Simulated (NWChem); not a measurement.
System: C$_{3}$H$_{7}$Br; SMILES CC(C)Br

Output (shortened):

```
             Northwest Computational Chemistry Package (NWChem) 7.3.0
             --------------------------------------------------------

 CS  symmetry detected

                             Geometry "geometry" -> ""
                             -------------------------

 Output coordinates in angstroms (scale by  1.889725989 to convert to a.u.)

  No.       Tag          Charge          X              Y              Z
 ---- ---------------- ---------- -------------- -------------- --------------
    1 C                    6.0000     0.13469325     1.54711719    -1.26820300
    2 C                    6.0000    -0.39993862     0.91806170     0.00000000
    3 C                    6.0000     0.13469325     1.54711719     1.26820300
    4 Br                  35.0000     0.01882161    -1.00903256     0.00000000
    5 H                    1.0000     1.23294702     1.48707046    -1.30528300
    6 H                    1.0000    -0.15241375     2.61147486    -1.29882100
    7 H                    1.0000    -0.26865823     1.05608856    -2.16455300
    8 H                    1.0000    -1.49919389     0.93309544     0.00000000
    9 H                    1.0000     1.23294702     1.48707046     1.30528300
   10 H                    1.0000    -0.15241375     2.61147486     1.29882100
   11 H                    1.0000    -0.26865823     1.05608856     2.16455300

 Effective nuclear repulsion energy (a.u.)     251.1002498302

      Symmetry information
      --------------------

 Group name             Cs
 Group number              2
 Group order               2
 No. of unique centers     7

                                Z-matrix (autoz)
                                --------

 Units are Angstrom for bonds and degrees for angles

      Type          Name      I     J     K     L     M      Value
      ----------- --------  ----- ----- ----- ----- ----- ----------
    1 Stretch                  1     2                       1.51324
    2 Stretch                  1     5                       1.10052
    3 Stretch                  1     6                       1.10283
    4 Stretch                  1     7                       1.09875
    5 Stretch                  2     3                       1.51324
    6 Stretch                  2     4                       1.97207
    7 Stretch                  2     8                       1.09936
    8 Stretch                  3     9                       1.10052
    9 Stretch                  3    10                       1.10283
   10 Stretch                  3    11                       1.09875
   11 Bend                     1     2     3               113.87457
   12 Bend                     1     2     4               109.34160
   13 Bend                     1     2     8               110.33974
   14 Bend                     2     1     5               110.98555
   15 Bend                     2     1     6               109.42006
   16 Bend                     2     1     7               111.60586
   17 Bend                     2     3     9               110.98555
   18 Bend                     2     3    10               109.42006
   19 Bend                     2     3    11               111.60586
   20 Bend                     3     2     4               109.34160
   21 Bend                     3     2     8               110.33974
   22 Bend                     4     2     8               103.04340
   23 Bend                     5     1     6               108.15117
   24 Bend                     5     1     7               108.32914
   25 Bend                     6     1     7               108.24560
   26 Bend                     9     3    10               108.15117
   27 Bend                     9     3    11               108.32914
   28 Bend                    10     3    11               108.24560
   29 Torsion                  1     2     3     9         -58.46002
   30 Torsion                  1     2     3    10          60.81574
   31 Torsion                  1     2     3    11        -179.40287
   32 Torsion                  3     2     1     5          58.46002
   33 Torsion                  3     2     1     6         -60.81574
   34 Torsion                  3     2     1     7         179.40287
   35 Torsion                  4     2     1     5         -64.17023
   36 Torsion                  4     2     1     6         176.55401
   37 Torsion                  4     2     1     7          56.77262
   38 Torsion                  4     2     3     9          64.17023
   39 Torsion                  4     2     3    10        -176.55401
   40 Torsion                  4     2     3    11         -56.77262
   41 Torsion                  5     1     2     8        -176.82724
   42 Torsion                  6     1     2     8          63.89700
   43 Torsion                  7     1     2     8         -55.88439
   44 Torsion                  8     2     3     9         176.82724
   45 Torsion                  8     2     3    10         -63.89700
   46 Torsion                  8     2     3    11          55.88439

                           NWChem Geometry Optimization
                           ----------------------------

 maximum gradient threshold         (gmax) =   0.000450
 rms gradient threshold             (grms) =   0.000300
 maximum cartesian step threshold   (xmax) =   0.001800
 rms cartesian step threshold       (xrms) =   0.001200
 fixed trust radius                (trust) =   0.300000
 source of zmatrix                         =   autoz

          -------------------
          Energy Minimization
          -------------------

[...]

      ----------------------
      Optimization converged
      ----------------------

  Step       Energy      Delta E   Gmax     Grms     Xrms     Xmax
  ---- ---------------- -------- -------- -------- -------- --------
@    5   -2692.23725667 -3.5D-07  0.00002  0.00001  0.00030  0.00079
                                     ok       ok       ok       ok

                                Z-matrix (autoz)
                                --------

 Units are Angstrom for bonds and degrees for angles

[...]

 Rotational Constants
 --------------------
 A=   0.261997 cm-1  (  0.376947 K)
 B=   0.092268 cm-1  (  0.132750 K)
 C=   0.072990 cm-1  (  0.105013 K)

 Temperature                      =   298.15K
 frequency scaling parameter      =   1.0000

 Zero-Point correction to Energy  =   56.988 kcal/mol  (  0.090816 au)
 Thermal correction to Energy     =   60.468 kcal/mol  (  0.096362 au)
 Thermal correction to Enthalpy   =   61.060 kcal/mol  (  0.097306 au)

 Total Entropy                    =   75.574 cal/mol-K
   - Translational                =   40.316 cal/mol-K (mol. weight = 122.9713)
   - Rotational                   =   26.305 cal/mol-K (symmetry #  =        1)
   - Vibrational                  =    8.953 cal/mol-K

 Cv (constant volume heat capacity) =   19.014 cal/mol-K
   - Translational                  =    2.979 cal/mol-K
   - Rotational                     =    2.979 cal/mol-K
   - Vibrational                    =   13.055 cal/mol-K

[normal modes left out]

 ----------------------------------------------------------------------------
 Normal Eigenvalue ||           Projected Infra Red Intensities
  Mode   [cm**-1]  || [atomic units] [(debye/angs)**2] [(KM/mol)] [arbitrary]
 ------ ---------- || -------------- ----------------- ---------- -----------
    1       -0.000 ||    0.000439           0.010         0.428       0.562
    2        0.000 ||    0.000353           0.008         0.344       0.451
    3        0.000 ||    0.000292           0.007         0.284       0.373
    4        0.000 ||    0.000001           0.000         0.000       0.001
    5        0.000 ||    0.000435           0.010         0.424       0.556
    6        0.000 ||    0.000412           0.010         0.402       0.527
    7      242.242 ||    0.000102           0.002         0.100       0.131
    8      255.717 ||    0.001566           0.036         1.526       2.003
    9      275.228 ||    0.000849           0.020         0.828       1.087
   10      288.485 ||    0.002658           0.061         2.591       3.400
   11      395.127 ||    0.002192           0.051         2.137       2.804
   12      505.866 ||    0.018160           0.419        17.703      23.231
   13      858.057 ||    0.009389           0.217         9.153      12.011
   14      911.021 ||    0.000849           0.020         0.828       1.087
   15      917.027 ||    0.000656           0.015         0.640       0.839
   16     1015.421 ||    0.008085           0.187         7.882      10.343
   17     1105.706 ||    0.002084           0.048         2.031       2.666
   18     1132.156 ||    0.037587           0.867        36.641      48.082
   19     1198.253 ||    0.039302           0.907        38.313      50.276
   20     1307.936 ||    0.003325           0.077         3.242       4.254
   21     1350.440 ||    0.008609           0.199         8.392      11.012
   22     1362.673 ||    0.002321           0.054         2.263       2.969
   23     1411.210 ||    0.001595           0.037         1.555       2.040
   24     1418.963 ||    0.000268           0.006         0.261       0.343
   25     1422.267 ||    0.008473           0.195         8.260      10.839
   26     1439.687 ||    0.004180           0.096         4.075       5.347
   27     2943.456 ||    0.010473           0.242        10.210      13.398
   28     2948.825 ||    0.030036           0.693        29.280      38.423
   29     3013.618 ||    0.001789           0.041         1.744       2.288
   30     3020.819 ||    0.003101           0.072         3.023       3.967
   31     3029.818 ||    0.027245           0.629        26.560      34.853
   32     3054.555 ||    0.009606           0.222         9.365      12.288
   33     3058.028 ||    0.021536           0.497        20.994      27.549
 ----------------------------------------------------------------------------
```

Level: BLYP/def2-SVP. This build's default masses of Se (78.918 u) and Br (79.917 u) are each other's, which moves their modes by up to 0.6 %.

**Question.** Write an input that gives this output.

**Answer.** One answer among several that fit: the input that was run:
```
start job
memory heap 200 mb stack 900 mb global 1100 mb
geometry units angstroms
  C      0.139103    -1.545987    -1.268203
  C     -0.400328    -0.921042     0.000000
  C      0.139103    -1.545987     1.268203
  Br     0.003670     1.009201     0.000000
  H      1.236865    -1.477536    -1.305283
  H     -0.139849    -2.612511    -1.298821
  H     -0.267995    -1.058060    -2.164553
  H     -1.499436    -0.944489     0.000000
  H      1.236865    -1.477536     1.305283
  H     -0.139849    -2.612511     1.298821
  H     -0.267995    -1.058060     2.164553
end
basis spherical
  * library def2-svp
end
dft
  xc becke88 lyp
  iterations 150
end
driver
  maxiter 120
end
task dft optimize
task dft freq
```
